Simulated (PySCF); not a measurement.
1-bromo-1-fluoropropa-1,2-diene (C₃H₂BrF), SMILES FC(=C=C)Br. Coordinates come from a PBE0-D3(BJ)/def2-SVP optimisation.

Computed with PBE0-D3(BJ)/def2-SVP (PySCF).

Harmonic wavenumbers (cm⁻¹): 146, 236, 334, 450, 481, 620, 663, 933, 999, 1089, 1318, 1480, 2118, 3135, 3227. Rotational constants (GHz): 5.740, 1.949, 1.470; symmetry number 1.

Q: Work out the zero-point energy and the ideal-gas rigid-rotor harmonic-oscillator thermochemistry at 298.15 K and 1 atm.

A: ZPE = ½ Σ hcν = ½ × 17229 cm⁻¹ = 24.63 kcal/mol. H − E(el) = 28.53 kcal/mol. Entropy in cal/(mol K): translation 40.66, rotation 27.37, vibration 8.39, total 76.42. G − E(el) = 5.75 kcal/mol. Cp = 19.15 cal/(mol K). Modes under 150 cm⁻¹ make the vibrational entropy uncertain.
